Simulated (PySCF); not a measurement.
Species: C₇H₈FN.
SMILES with atom numbers: `[NH2:1][CH2:2][c:3]1[cH:4][cH:5][c:6]([F:7])[cH:8][cH:9]1` (hydrogens: H10, H11 on N1; H12, H13 on C2; H14 on C4; H15 on C5; H16 on C8; H17 on C9)

The same species was optimised twice, with GFN2-xTB and with PBE0-D3(BJ)/def2-SVP (PySCF), and the same property calculations (PySCF, gas phase) were run on both structures.

```csv
coordinate,GFN2-xTB,PBE0-D3(BJ)/def2-SVP,change
C6–F7 (Å),1.351,1.333,-0.018
C3–C9 (Å),1.390,1.400,+0.010
C4–C5 (Å),1.383,1.393,+0.010
C8–C9 (Å),1.383,1.392,+0.009
C3–C4 (Å),1.390,1.400,+0.010
C6–C8 (Å),1.383,1.389,+0.006
C5–C6 (Å),1.383,1.389,+0.006
N1–C2 (Å),1.458,1.454,-0.004
C2–C3 (Å),1.510,1.511,+0.001
N1–C2–C3 (°),113.1,115.4,+2.3
C4–C3–C9 (°),119.0,118.1,-0.9
C2–C3–C9 (°),120.4,120.9,+0.5
C3–C4–C5 (°),121.0,121.4,+0.4
C3–C9–C8 (°),121.0,121.4,+0.4
C2–C3–C4 (°),120.5,120.9,+0.4
C5–C6–C8 (°),121.9,121.5,-0.4
F7–C6–C8 (°),119.1,119.3,+0.2
N1–C2–C3–C4 (°),88,89,+1
```

Rotational constants: A = 4492, B = 942.0, C = 834.6 MHz (GFN2-xTB) against A = 4504, B = 926.5, C = 820.5 MHz (PBE0-D3(BJ)/def2-SVP). Point groups within 0.08 Å: Cs and Cs.

On the GFN2-xTB structure: HOMO (eV) -6.70 [PBE0/pcSseg-1]; LUMO (eV) -0.60 [PBE0/pcSseg-1]; dipole (D) 0.46 [PBE0/pcSseg-1]; GIAO shielding of N1 (ppm) 204.9 [PBE0/pcSseg-1]; GIAO shielding of C2 (ppm) 133.2 [PBE0/pcSseg-1]; GIAO shielding of C3 (ppm) 37.9 [PBE0/pcSseg-1]; GIAO shielding of C4/C9 (mean) (ppm) 52.7 [PBE0/pcSseg-1]; GIAO shielding of C5/C8 (mean) (ppm) 64.8 [PBE0/pcSseg-1]; GIAO shielding of C6 (ppm) 15.3 [PBE0/pcSseg-1]; GIAO shielding of F7 (ppm) 290.1 [PBE0/pcSseg-1].

What do these properties become on the PBE0-D3(BJ)/def2-SVP structure?

```
                                    property          level  on GFN2-xTB  on PBE0-D3(BJ)/def2-SVP  change
                                   HOMO (eV)  PBE0/pcSseg-1        -6.70                    -6.79   -0.09
                                   LUMO (eV)  PBE0/pcSseg-1        -0.60                    -0.63   -0.03
                                  dipole (D)  PBE0/pcSseg-1         0.46                     0.33   -0.13
energy, GFN2-xTB geometry as zero (kcal/mol)  PBE0/pcSseg-1          0.0                     -0.4    -0.4
                  GIAO shielding of N1 (ppm)  PBE0/pcSseg-1        204.9                    207.3    +2.4
                  GIAO shielding of C2 (ppm)  PBE0/pcSseg-1        133.2                    133.0    -0.2
                  GIAO shielding of C3 (ppm)  PBE0/pcSseg-1         37.9                     37.1    -0.8
        GIAO shielding of C4/C9 (mean) (ppm)  PBE0/pcSseg-1         52.7                     49.6    -3.1
        GIAO shielding of C5/C8 (mean) (ppm)  PBE0/pcSseg-1         64.8                     63.2    -1.6
                  GIAO shielding of C6 (ppm)  PBE0/pcSseg-1         15.3                     15.1    -0.2
                  GIAO shielding of F7 (ppm)  PBE0/pcSseg-1        290.1                    291.4    +1.3
```

The heavy atoms differ by 0.027 Å rms after alignment. Among bonds between heavy atoms C6–F7 changes most (-0.018 Å). Changes are differences of the printed values. Neither structure is proved a minimum here.

The values belong to the conformer `[NH2:1][CH2:2][c:3]1[cH:4][cH:5][c:6]([F:7])[cH:8][cH:9]1`: N1–C2–C3–C4 89°, H–N1–C2–C3 58°, H–N1–C2–C3 -58°.
